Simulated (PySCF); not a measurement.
# Diatomics of Br with the alkali metals

CCSD(T) with double-zeta basis sets in PySCF, for the lowest determinant that a PBE0 search found; no spin–orbit coupling. De refers to high-spin ground-configuration atoms.

```
 M               basis  reference, frozen orbitals  state (unpaired electrons)  Re (Å)  ωe (cm⁻¹)  De (eV)
Li  cc-pVDZ/cc-pVDZ-PP                      RHF, 4      singlet (closed shell)   2.229        546     3.98
Na             pcseg-1                     RHF, 10      singlet (closed shell)   2.543        294     3.48
 K          x2c-SVPall                     RHF, 14      singlet (closed shell)   2.862        221     3.49
Rb            def2-SVP                      RHF, 9      singlet (closed shell)   3.013        175     3.47
Cs            def2-SVP                      RHF, 9      singlet (closed shell)   3.172        153     3.59
```

Q: By what factor does the harmonic wavenumber vary along the series?

A: At CCSD(T) it runs from 153 cm⁻¹ (CsBr) to 546 cm⁻¹ (LiBr), a factor of 3.57.

The rows differ in basis set, which adds steps of its own.

Down a group the atoms grow and get heavier, so bonds lengthen and wavenumbers fall; this series shows no clear exception.

Correlated steps freeze the inner cores (4 to 14 orbitals); shallow outer-core shells are correlated. Correlated levels converge slowly with the basis: in double zeta they bind strong bonds too weakly, by up to about 1 eV, and carry superposition errors of some tenths. Spin–orbit coupling is left out, which matters for elements this heavy, above all for dissociation energies. Where the molecule has an RHF reference, its open-shell atoms are computed with UHF.
